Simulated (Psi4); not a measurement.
C6H12O2Si, singlet, geometry from GFN2-xTB, with bond 15-7 at 2.0 times its length; R2SCAN/STO-3G run with Psi4 1.11.

Psi4 was given this input:
```
memory 2 GB

molecule {
0 1
  C     3.29317671   -0.04795943   -0.29807079
  C     2.59954963   -0.64158893    0.66205982
  C     1.12296510   -0.58980606    0.75070307
  O     0.49904034   -1.13395576    1.62947223
  O     0.54767623    0.10548990   -0.21821987
  Si   -1.11343631    0.33479046   -0.37273199
  C    -1.16670082    1.39737402   -1.94611805
  C    -1.77083648    1.26522252    1.15014823
  C    -1.96801907   -1.34788894   -0.60793679
  H     2.79711380    0.51146999   -1.07393570
  H     4.36820603   -0.10030812   -0.34083557
  H     3.07090419   -1.20862969    1.45200899
  H    -2.19184244    1.64418251   -2.19798187
  H    -0.62477633    2.32922120   -1.81952034
  H    -0.30180980    0.35938452   -3.64515733
  H    -1.62004897    0.67712069    2.05082039
  H    -2.83207756    1.47489184    1.06343873
  H    -1.25696945    2.21345120    1.28665470
  H    -1.56579707   -1.87920715   -1.46686019
  H    -3.03663367   -1.23593528   -0.76038877
  H    -1.82025780   -1.97609515    0.26575340
}

set basis sto-3g
set level_shift 1.0

energy('r2scan')
print_variables()
```

Output, abridged:

```
   => Loading Basis Set <=

    Name: STO-3G
    Role: ORBITAL
    Keyword: BASIS

         ---------------------------------------------------------
                                   SCF
               by Justin Turney, Rob Parrish, Andy Simmonett
                          and Daniel G. A. Smith
                              RKS Reference
         ---------------------------------------------------------

  ==> Geometry <==

    Molecular point group: c1
    Full point group: C1

    Geometry (in Angstrom), charge = 0, multiplicity = 1:

       Center              X                  Y                   Z               Mass
    ------------   -----------------  -----------------  -----------------  -----------------
         C            3.252499306313    -0.021386970138    -0.322003814258    12.000000000000
         C            2.558872226313    -0.615016470138     0.638126795742    12.000000000000
         C            1.082287696313    -0.563233600138     0.726770045742    12.000000000000
         O            0.458362936313    -1.107383300138     1.605539205742    15.994914619570
         O            0.506998826313     0.132062359862    -0.242152894258    15.994914619570
         SI          -1.154113713687     0.361362919862    -0.396665014258    27.976926534650
         C           -1.207378223687     1.423946479862    -1.970051074258    12.000000000000
         C           -1.811513883687     1.291794979862     1.126215205742    12.000000000000
         C           -2.008696473687    -1.321316480138    -0.631869814258    12.000000000000
         H            2.756436396313     0.538042449862    -1.097868724258     1.007825032230
         H            4.327528626313    -0.073735660138    -0.364768594258     1.007825032230
         H            3.030226786313    -1.182057230138     1.428075965742     1.007825032230
         H           -2.232519843687     1.670754969862    -2.221914894258     1.007825032230
         H           -0.665453733687     2.355793659862    -1.843453364258     1.007825032230
         H           -0.342487203687     0.385956979862    -3.669090354258     1.007825032230
         H           -1.660726373687     0.703693149862     2.026887365742     1.007825032230
         H           -2.872754963687     1.501464299862     1.039505705742     1.007825032230
         H           -1.297646853687     2.240023659862     1.262721675742     1.007825032230
         H           -1.606474473687    -1.852634690138    -1.490793214258     1.007825032230
         H           -3.077311073687    -1.209362820138    -0.784321794258     1.007825032230
         H           -1.860935203687    -1.949522690138     0.241820375742     1.007825032230

  Running in c1 symmetry.

  Rotational constants: A =      0.06637  B =      0.03029  C =      0.02643 [cm^-1]
  Rotational constants: A =   1989.68504  B =    908.00112  C =    792.32139 [MHz]
  Nuclear repulsion =  544.031927020983971

  Charge       = 0
  Multiplicity = 1
  Electrons    = 78
  Nalpha       = 39
  Nbeta        = 39

  ==> Algorithm <==

  SCF Algorithm Type is DF.
  DIIS enabled.
  MOM disabled.
  Fractional occupation disabled.
  Guess Type is SAD.
  Energy threshold   = 1.00e-06
  Density threshold  = 1.00e-06
  Integral threshold = 1.00e-12

  ==> Primary Basis <==

  Basis Set: STO-3G
    Blend: STO-3G
    Number of shells: 41
    Number of basis functions: 61
    Number of Cartesian functions: 61
    Spherical Harmonics?: true
    Max angular momentum: 1

  ==> DFT Potential <==

   => LibXC <=

    Version 7.1.2
    S. Lehtola, C. Steigemann, M. J. T. Oliveira, and M. A. L. Marques,  SoftwareX 7, 1–5 (2018) (10.1016/j.softx.2017.11.002)

   => Composite Functional: R2SCAN <=

    r2SCAN Meta-GGA XC Functional  (0.1021/acs.jpclett.0c02405)
    J. W. Furness, A. D. Kaplan, J. Ning, J. P. Perdew, J. Sun  J. Phys. Chem. Lett.  11, 8208–8215, 2020

    Deriv               =              1
    GGA                 =           TRUE
[...]
   -------------------------
     A         61      61
   -------------------------
    Total      61      61
   -------------------------

  ==> Iterations <==

                           Total Energy        Delta E     RMS |[F,P]|

   @DF-RKS iter SAD:  -663.01322335552709   -6.63013e+02   0.00000e+00
   @DF-RKS iter   1:  -667.04447038651074   -4.03125e+00   7.23614e-03 DIIS/ADIIS
   @DF-RKS iter   2:  -664.24379684413657    2.80067e+00   2.52820e-02 DIIS/ADIIS/SHIFT
   @DF-RKS iter   3:  -664.74089906653603   -4.97102e-01   2.29006e-02 DIIS/ADIIS/SHIFT
   @DF-RKS iter   4:  -665.12826789113660   -3.87369e-01   2.12121e-02 DIIS/ADIIS/SHIFT
   @DF-RKS iter   5:  -665.47274348362282   -3.44476e-01   2.00092e-02 DIIS/ADIIS/SHIFT
   @DF-RKS iter   6:  -665.81963200764505   -3.46889e-01   1.88401e-02 DIIS/ADIIS/SHIFT
   @DF-RKS iter   7:  -666.09591964501760   -2.76288e-01   1.77101e-02 DIIS/ADIIS/SHIFT
   @DF-RKS iter   8:  -666.35292288003836   -2.57003e-01   1.60277e-02 DIIS/ADIIS/SHIFT
   @DF-RKS iter   9:  -666.60017965727525   -2.47257e-01   1.35374e-02 DIIS/ADIIS/SHIFT
   @DF-RKS iter  10:  -666.79148795966796   -1.91308e-01   1.08014e-02 DIIS/ADIIS/SHIFT
   @DF-RKS iter  11:  -666.92996455355876   -1.38477e-01   8.14242e-03 DIIS/ADIIS
   @DF-RKS iter  12:  -667.13249301462031   -2.02528e-01   3.95082e-03 DIIS/ADIIS
   @DF-RKS iter  13:  -667.16816044620850   -3.56674e-02   1.68021e-03 DIIS/ADIIS
   @DF-RKS iter  14:  -667.16560876456435    2.55168e-03   1.91993e-03 DIIS/ADIIS
   @DF-RKS iter  15:  -667.17636394123690   -1.07552e-02   4.97588e-04 DIIS/ADIIS
   @DF-RKS iter  16:  -667.17681963086557   -4.55690e-04   2.76965e-04 DIIS/ADIIS
   @DF-RKS iter  17:  -667.17699934819268   -1.79717e-04   7.70344e-05 DIIS
   @DF-RKS iter  18:  -667.17701679133870   -1.74431e-05   1.15561e-05 DIIS
   @DF-RKS iter  19:  -667.17701714579721   -3.54459e-07   2.40437e-06 DIIS
   @DF-RKS iter  20:  -667.17701716303998   -1.72428e-08   6.05180e-07 DIIS
  Energy and wave function converged.

  ==> Post-Iterations <==

   Electrons on quadrature grid:
      Ntotal   =   78.0000316627 ; deviation = 3.166e-05

    Orbital Energies [Eh]
    ---------------------

    Doubly Occupied:

[...]
    Virtual:

[...]
      61A      0.782230

    Final Occupation by Irrep:
              A
    DOCC [    39 ]
    NA   [    39 ]
    NB   [    39 ]

  @DF-RKS Final Energy:  -667.17701716303998

   => Energetics <=

    Nuclear Repulsion Energy =            544.0319270209839715
    One-Electron Energy =               -1999.2831158323240288
    Two-Electron Energy =                 863.1936242391327596
    DFT Exchange-Correlation Energy =     -75.1194525908327932
    Empirical Dispersion Energy =           0.0000000000000000
    VV10 Nonlocal Energy =                  0.0000000000000000
    Total Energy =                       -667.1770171630399773

Computation Completed

Properties will be evaluated at   0.000000,   0.000000,   0.000000 [a0]

Properties computed using the SCF density matrix

 Multipole Moments:

 ------------------------------------------------------------------------------------
     Multipole            Electronic (a.u.)      Nuclear  (a.u.)        Total (a.u.)
 ------------------------------------------------------------------------------------

 L = 1.  Multiply by 2.5417464519 to convert [e a0] to [Debye]
 Dipole X            :          4.8346334           -5.1785902           -0.3439568
 Dipole Y            :         -2.4408328            2.9359864            0.4951535
 Dipole Z            :          4.8902928           -5.1330546           -0.2427617
 Magnitude           :                                                    0.6499358

 ------------------------------------------------------------------------------------

  Variable Map:
  ----------------------------------------------------------------------------
[...]
  Array Variable Map:
  ----------------------------------------------------------------------------
[...]
[...]
```
